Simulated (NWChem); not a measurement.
System meant: C$_{2}$H$_{6}$AlClO; SMILES CC[O][AlH][Cl]

Here is an NWChem input.

```
start job
memory heap 200 mb stack 900 mb global 1100 mb
geometry units angstroms noautoz
  Al    -0.606425    -0.491481    -0.013559
  H     -2.159721    -0.187100    -0.008390
  Cl     0.066100    -2.490975    -0.010269
  O      0.617631     0.687335    -0.024011
  C      0.861261     2.070877    -0.017290
  C     -0.401662     2.923145     0.033301
  H      1.512480     2.312064     0.855036
  H      1.454320     2.331731    -0.924792
  H     -0.993064     2.707452     0.947654
  H     -0.148114     4.002943     0.039235
  H     -1.050187     2.730593    -0.846766
end
basis spherical
  * library def2-svp
end
dft
  odft
  mult 2
  xc pbe0
  iterations 150
  mulliken
end
task dft energy
```

End of the output:

```
                                 NWChem DFT Module
                                 -----------------

 Summary of "ao basis" -> "ao basis" (spherical)
 ------------------------------------------------------------------------------
       Tag                 Description            Shells   Functions and Types
 ---------------- ------------------------------  ------  ---------------------
 Al                         def2-svp                 8       18   4s3p1d
 H                          def2-svp                 3        5   2s1p
 Cl                         def2-svp                 8       18   4s3p1d
 O                          def2-svp                 6       14   3s2p1d
 C                          def2-svp                 6       14   3s2p1d

 Summary of "ao basis" -> "ao basis" (spherical)
 ------------------------------------------------------------------------------
       Tag                 Description            Shells   Functions and Types
 ---------------- ------------------------------  ------  ---------------------
 Al                         def2-svp                 8       18   4s3p1d
 H                          def2-svp                 3        5   2s1p
 Cl                         def2-svp                 8       18   4s3p1d
 O                          def2-svp                 6       14   3s2p1d
 C                          def2-svp                 6       14   3s2p1d

  number of electrons :                   56
  multiplicity        :                    2
 ------------------------------------------------------------------------
  no. of electrons and multiplicity not compatible                  56
 ------------------------------------------------------------------------
 ------------------------------------------------------------------------
  current input line :
    26: task dft energy
 ------------------------------------------------------------------------
 ------------------------------------------------------------------------
 There is an error in the input file
 ------------------------------------------------------------------------
 For more information see the NWChem manual at https://nwchemgit.github.io

0: no. of electrons and multiplicity not compatible:Received an Error in Communication
```

Find the fault in this run and fix the input.

The program refused the input. Cause: the multiplicity doesn't fit the number of electrons (an even count wants an odd multiplicity, and the reverse). This input runs:
```
start job
memory heap 200 mb stack 900 mb global 1100 mb
geometry units angstroms noautoz
  Al    -0.606425    -0.491481    -0.013559
  H     -2.159721    -0.187100    -0.008390
  Cl     0.066100    -2.490975    -0.010269
  O      0.617631     0.687335    -0.024011
  C      0.861261     2.070877    -0.017290
  C     -0.401662     2.923145     0.033301
  H      1.512480     2.312064     0.855036
  H      1.454320     2.331731    -0.924792
  H     -0.993064     2.707452     0.947654
  H     -0.148114     4.002943     0.039235
  H     -1.050187     2.730593    -0.846766
end
basis spherical
  * library def2-svp
end
dft
  xc pbe0
  iterations 150
  mulliken
end
task dft energy
```
It converges to -857.00507 Ha (PBE0/def2-SVP).
